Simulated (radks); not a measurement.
Problem. O3+, 5 electrons, occupied as [He] 2s1 2p1 3d1 (not the ground configuration). Calculated with a radial shooting solver on a logarithmic mesh with Libxc functionals: scalar-relativistic Kohn-Sham, BP86, spin-polarised, spherical densities, point nucleus; open shells are filled with parallel spins first. Some entries of the table are withheld. Estimate them.

orbital  occ.  eigenvalue (eV)  <r^2> (bohr^2)
1s up       1        -606.1896             (1)
1s down     1        -603.6838             (2)
2s up       1         -92.0475           1.034
2p up       1         -78.2004          0.9151
3d up       1         -22.2400           6.372

Solution. 
(1) 1s up <r^2> (bohr^2): 0.05328
(2) 1s down <r^2> (bohr^2): 0.05291
